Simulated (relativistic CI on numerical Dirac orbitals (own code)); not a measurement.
## Exchange splitting of the 4s photoelectron line of Pm⁴⁺

Problem. Pm⁴⁺ ([Xe] 4f3) has the spin S = 3/2. The exchange integral with a hole in 4s, calculated from Dirac-KLI orbitals and scaled by 0.8, is G^3(4s,4f) = 9.639 eV, with l = 3 the orbital momentum of the open shell. Find the splitting and the intensity ratio of the 4s line.

Working.
1. The electron left in 4s couples its spin to S, giving S + ½ = 2 and S − ½ = 1.
2. Van Vleck's theorem gives ΔE = (2S + 1) G^l/(2l + 1) = 4 × 9.639/7 = 5.51 eV, with the high-spin state at lower binding energy.
3. The intensities follow the multiplicities, (2S + 2) : 2S = (S + 1) : S = 1.67.

Check. The full multiplet calculation with spin-orbit coupling puts the centres of the two groups of its strongest lines 5.42 eV apart. Measured splittings are much smaller, often about half, when hole and open shell share n, because correlation inside the n = 4 shell lowers the low-spin state; the low-spin line also loses weight to satellites, so measured ratios exceed (S + 1)/S. The splitting still grows with S and serves to read the spin state.
